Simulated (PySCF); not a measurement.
A side-by-side comparison of computed properties.

First species: NbSeF3 (singlet state).
SMILES: `[F][Nb]([F])([F])=[Se]`

Second species: ZnMe(NH2), CH5NZn (singlet state).
SMILES: `[CH3][Zn][NH2]`

Levels: PBE0/def2-SVPD for dipole moment, HOMO energy, LUMO energy, HOMO–LUMO gap and static isotropic polarisability; TDDFT PBE0/def2-SVPD for lowest singlet excitation; TDA PBE0/def2-SVPD for lowest triplet excitation (Tamm–Dancoff). Geometries: PBE0-D3(BJ)/def2-SVP. Each structure is a single optimised conformer of the isolated species (atoms past krypton carry core potentials, spin–orbit coupling is left out). Electronic properties by PySCF.

(1) Which has the higher LUMO energy?

(2) Which has the higher dipole moment?

(3) Which has the higher HOMO–LUMO gap?

(4) Which of the two has the higher S1 energy, and by how much?

(5) Which of the two has the higher HOMO energy, and by how much?

(6) Which has the higher static isotropic polarisability?

(7) Which has the higher T1 energy?

Answers

(1) The second: -0.08 eV against -3.00 eV, a difference of 2.92 eV.

(2) The second: 0.84 D against 0.67 D, a difference of 0.17 D.

(3) The second: 6.59 eV against 5.13 eV, a difference of 1.46 eV.

(4) The second: 5.30 eV against 3.33 eV, a difference of 1.97 eV.

(5) The second: -6.67 eV against -8.13 eV, a difference of 1.46 eV.

(6) The first: 65.9 au against 47.1 au, a difference of 18.8 au.

(7) The second: 4.76 eV against 2.72 eV, a difference of 2.04 eV.

On the first: S1 lies 1.80 eV below the HOMO–LUMO gap. The principal polarisabilities are 54.6, 54.6 and 88.6 au; their mean is the isotropic value. Atoms past krypton carry effective core potentials; spin–orbit coupling is left out.

On the second: No computed singlet falls in the visible range (750 to 380 nm, 1.65 to 3.26 eV); S1 lies 2.04 eV above its blue end. In wavenumbers S1 is 42700 cm⁻¹ (1 eV = 8065.54 cm⁻¹).
